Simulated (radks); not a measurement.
Neutral gadolinium inside a hard spherical wall (all orbitals vanish at R), configuration held at [Xe] 4f7 5d1 6s2 and not refilled when levels cross. Method: scalar-relativistic Kohn-Sham, PBE, spin-polarised, spherical densities, finite nucleus; open shells are filled with parallel spins first (spin-orbit coupling, left out, can overturn this in heavy ions); Fermi nuclear charge, rms radius 5.1569 fm; computed with a radial shooting solver on a logarithmic mesh with Libxc functionals. Eigenvalues in eV for spin up, with the zero of energy where the potential of the charges vanishes at infinity; a dash marks a level that is unbound or too diffuse for the functional's potential to be trusted. A positive occupied level is held by the wall or, in an anion where self-interaction has pushed it up, behind a barrier. The pressure on the wall is -dE/dV.

| R (bohr) | E (hartree) | kinetic (hartree) | e(5p) | e(4f) | e(6s) | e(5d) | e(6p, empty) | e(7s, empty) | pressure (GPa) |
|---|---|---|---|---|---|---|---|---|---|
| free | -11270.6185 | 12100.477 | -28.179 | -10.449 | -4.345 | -2.955 | -1.439 | - | 0 |
| 12 | -11270.6182 | 12100.481 | -28.149 | -10.419 | -4.324 | -2.929 | -1.365 | 0.980 | 0.00520 |
| 6 | -11270.5032 | 12101.054 | -25.754 | -7.923 | -1.785 | -0.726 | 2.901 | 16.529 | 7.36 |
| 5 | -11270.3028 | 12101.842 | -23.785 | -5.768 | 1.479 | 1.400 | 7.783 | 30.376 | 30.8 |
| 4 | -11269.6571 | 12104.262 | -19.964 | -1.332 | 10.392 | 6.222 | 20.155 | 61.499 | 170 |
| 3.5 | -11268.7965 | 12107.493 | -16.232 | 3.113 | 20.822 | 11.306 | 33.667 | 92.536 | 472 |
| 3 | -11266.8497 | 12114.686 | -9.301 | 11.120 | 41.610 | 20.900 | 59.044 | 146.99 | 1530 |
| 2.5 | -11261.8845 | 12132.079 | 5.454 | 26.519 | 86.648 | 41.052 | 110.93 | 251.23 | 5930 |
| 1.5 | -11193.3032 | 12339.877 | 166.00 | 135.54 | 505.01 | 237.06 | 556.69 | 1055.2 | 216000 |
